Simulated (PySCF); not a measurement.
## Cr: ionisation energy

Cr [Ar] 3d5 4s1 (7S) → Cr+ [Ar] 3d5 (6S), as a difference of total energies. Calculation: PySCF 2.14, in x2c-TZVPall (6s5p4d1f, 48 functions); scalar relativity by spin-free X2C-1e. Correlated levels: valence: [Ar] frozen. The calculations carry no spin-orbit coupling.

| method | ionisation energy (eV) | error (eV) |
| --- | --- | --- |
| UHF | 6.016 | -0.751 |
| LDA | 7.619 | +0.852 |
| PBE0 | 7.065 | +0.298 |
| MP2 (valence) | 6.408 | -0.359 |
| SCS-MP2 (valence) | 6.147 | -0.620 |

Reference: 6.767 eV (measured; NIST Atomic Spectra Database, ionization energies).

Errors of the correlated levels include the incompleteness of this basis and the frozen core.
